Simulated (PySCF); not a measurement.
How methods differ on the excitation energy of Si²⁺

Si²⁺ [Ne] 3s2 (1S) → Si²⁺ [Ne] 3p2 (3P), as a difference of total energies. All numbers are calculated (PySCF 2.14, the non-relativistic Hamiltonian (point nucleus), in aug-cc-pwCVTZ). Correlated levels: nothing frozen. The calculations carry no spin-orbit coupling.

```tsv
method	excitation energy (eV)
UHF	14.953
MP2 (all electrons)	15.833
SCS-MP2 (all electrons)	16.084
CCSD (all electrons)	15.968
CCSD(T) (all electrons)	16.008
```

Q: How much does correlation contribute at CCSD(T) (all electrons)?

A: 16.008 − (14.953) = 1.055 eV, measured against UHF.

A first-order spin-orbit estimate (lowest level to lowest level, LS coupling) adds -0.026 eV.
